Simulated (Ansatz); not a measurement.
A run of Ansatz (development build ahead of 0.2.0) on singlet C8H10 at this shape:

```xyz
18

C     0.0000    0.0000    0.0000
C     1.1691    0.6750    0.0000
C     2.4249   -0.0500    0.0000
C     3.5940    0.6250    0.0000
C     4.8497   -0.1000    0.0000
C     5.7266    0.0688    1.0125
C     6.9823   -0.6562    1.0125
C     7.8592   -0.4875    2.0250
H     0.0000   -1.0900    0.0000
H    -0.9440    0.5450    0.0000
H     1.1691    1.7650    0.0000
H     2.4249   -1.1400    0.0000
H     3.5940    1.7150    0.0000
H     5.0857   -0.7812   -0.8175
H     5.4906    0.7500    1.8300
H     7.2183   -1.3375    0.1950
H     7.6232    0.1938    2.8425
H     8.8032   -1.0325    2.0250
```

Its results:

```
Converged                       : yes
Total energy                    : -308.46982 hartree
Spin squared of the determinant : 1.054
Stability test                  : minimum
```

(1) Which input gives this output? Name the method, the orbitals and the basis set, and write the input.

Results:

(1) UHF in def2-SVP.

```yaml
crystal:
  periodic: [false, false, false]
  atoms:
    - { symbol: C, position_ang: [0.0, 0.0, 0.0] }
    - { symbol: C, position_ang: [1.16913, 0.675, 0.0] }
    - { symbol: C, position_ang: [2.42487, -0.05, 0.0] }
    - { symbol: C, position_ang: [3.59401, 0.625, 0.0] }
    - { symbol: C, position_ang: [4.84974, -0.1, 0.0] }
    - { symbol: C, position_ang: [5.72659, 0.06875, 1.0125] }
    - { symbol: C, position_ang: [6.98233, -0.65625, 1.0125] }
    - { symbol: C, position_ang: [7.85918, -0.4875, 2.025] }
    - { symbol: H, position_ang: [0.0, -1.09, 0.0] }
    - { symbol: H, position_ang: [-0.94397, 0.545, 0.0] }
    - { symbol: H, position_ang: [1.16913, 1.765, 0.0] }
    - { symbol: H, position_ang: [2.42487, -1.14, 0.0] }
    - { symbol: H, position_ang: [3.59401, 1.715, 0.0] }
    - { symbol: H, position_ang: [5.08573, -0.78125, -0.8175] }
    - { symbol: H, position_ang: [5.4906, 0.75, 1.83] }
    - { symbol: H, position_ang: [7.21832, -1.3375, 0.195] }
    - { symbol: H, position_ang: [7.62319, 0.19375, 2.8425] }
    - { symbol: H, position_ang: [8.80315, -1.0325, 2.025] }
basis:
  gaussian: { orbitals: def2-SVP }
magnetization:
  spin_polarized: true
hamiltonian:
  xc: hf
```

Caution: the unrestricted determinant is a mixture of spin states.
